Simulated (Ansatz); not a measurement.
A structure relaxed at B3LYP/def2-TZVPD in Ansatz, charge -1, singlet:

Cartesian coordinates in Å:
```
K 2.144 0.556 -3.709
K 0.000 0.000 -0.001
K -2.144 -0.556 3.710
```

Task: Give its formula and point group.

Result: K₃⁻. Point group D∞h (tolerance 0.1 Å).

Task: Summarise the bond lengths by kind (pairs closer than 1.2 times the sum of covalent radii, bridged metal pairs left out).

Result: 2 × K–K 4.32 Å.

The restricted singlet is unstable towards broken spin symmetry at other levels; at B3LYP/def2-TZVPD this wasn't settled. The structure comes from a short search, and lower isomers may exist.
